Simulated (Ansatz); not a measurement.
F₂H₃NSSi, SMILES `N[Si](F)(F)S`, 8 atoms. Charge 0, multiplicity 1. All runs use 4 threads of an Arm Neoverse V1 on a shared host. Correlated methods freeze the cores.

How many basis functions does each run have, and how long does it take in Ansatz? RHF-CCSD(T)/def2-SVP energy; RKS PBE0-D4/def2-TZVP frequencies; RKS PBE0-D4/def2-TZVP relaxation (11 steps); RKS CAM-B3LYP-D4/def2-TZVPP energy; RKS PBE-D4/def2-TZVPP energy and forces; RKS ωB97M-V/def2-SVP energy; RKS PBE0-D4/def2-QZVPP energy; RHF-MP2/def2-QZVPP energy; direct RPA on PBE orbitals/def2-TZVPP energy; RKS HSE06 (plane-wave form)-D4/def2-TZVPP energy; RKS ωB97M-V/def2-QZVPP energy; RKS B2PLYP (frozen core)/def2-TZVPP energy. (Estimate.)

Computed: Other jobs shared the machine, so times are rough.

```tsv
level	job	functions	wall time	peak host memory (GiB)
RKS PBE-D4/def2-TZVPP	energy and forces	219	1.9 s	0.27
RHF-CCSD(T)/def2-SVP	energy	93	2.5 s	0.33
RKS HSE06 (plane-wave form)-D4/def2-TZVPP	energy	219	2.5 s	0.54
RKS CAM-B3LYP-D4/def2-TZVPP	energy	219	2.6 s	0.57
direct RPA on PBE orbitals/def2-TZVPP	energy	219	3.4 s	0.44
RKS ωB97M-V/def2-SVP	energy	93	3.8 s	0.27
RKS B2PLYP (frozen core)/def2-TZVPP	energy	219	3.8 s	0.51
RKS PBE0-D4/def2-QZVPP	energy	401	6 s	1.3
RHF-MP2/def2-QZVPP	energy	401	13 s	1.9
RKS ωB97M-V/def2-QZVPP	energy	401	13 s	1.6
RKS PBE0-D4/def2-TZVP	relaxation (11 steps)	185	30 s	0.45
RKS PBE0-D4/def2-TZVP	frequencies	185	81 s	0.45
```
